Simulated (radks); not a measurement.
Coulomb parameter of the 4d shell of neutral rhodium in the model configuration [Kr] 4d8 5s1, as a second difference U = [E(n + 0.5) + E(n - 0.5) - 2 E(n)] / (0.5)^2 with all orbitals relaxed. "Bare": the charge of the atom changes with n. "Screened": the 5s shell takes up the change at fixed total charge, which measures U(4d,4d) + U(5s,5s) - 2 U(4d,5s). All-electron calculation, Dirac Kohn-Sham, PBE, spin-unpolarised, spherical densities, point nucleus; open shells are shared between the two j in proportion to 2j + 1. Program: a radial shooting solver on a logarithmic mesh with Libxc functionals.

case	configuration	E - E(n) (eV)
start	[Kr] 4d8 5s1	0.000
bare +0.5	[Kr] 4d8.5 5s1	-1.847
bare -0.5	[Kr] 4d7.5 5s1	4.218
screened +0.5	[Kr] 4d8.5 5s0.5	-0.631
screened -0.5	[Kr] 4d7.5 5s1.5	1.024

U(bare) = 9.485 eV, U(screened by 5s) = 1.572 eV. The step up makes a negative ion, whose loosely bound charge lowers the bare value.
